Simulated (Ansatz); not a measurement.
Molecule: C2H6Cl2Si2 (charge 0, singlet). 
Geometry from a B3LYP-D3(BJ)/def2-TZVP (Ansatz, a quantum-chemistry and plane-wave program) optimisation:
```
C
C 1 1.3389
H 2 1.0872 1 122.45
H 2 1.0872 3 115.10 1 180.00
Si 1 1.8602 2 119.00 3 177.86
H 5 1.4745 1 111.79 2 -114.32
H 5 1.4777 6 110.80 1 -122.43
Si 1 1.8602 2 119.00 3 -2.14
H 8 1.4745 1 111.79 2 -114.32
H 8 1.4777 9 110.80 1 -122.43
Cl 5 2.0709 6 106.94 7 -118.26
Cl 8 2.0709 9 106.94 10 -118.26
```
Charge 0, spin multiplicity 1.

Computed values are from Ansatz. Valence correlation only, unless marked. UHF or UKS for open shells. No spin-orbit coupling. No relativistic terms. CBS(X,Y): correlation extrapolated as X^-3; Hartree-Fock from the larger set.

The atomisation energy De is 4274.0 kJ/mol at CCSD(T)/CBS(cc-pV(T+d)Z,cc-pV(Q+d)Z), the total energy is -1577.5000 Eh at CCSD(T)/CBS(cc-pV(T+d)Z,cc-pV(Q+d)Z) and the dipole moment is 2.66 D at CCSD(T)/aug-cc-pV(D+d)Z. The T1 diagnostic is 0.010 at CCSD/cc-pV(Q+d)Z.
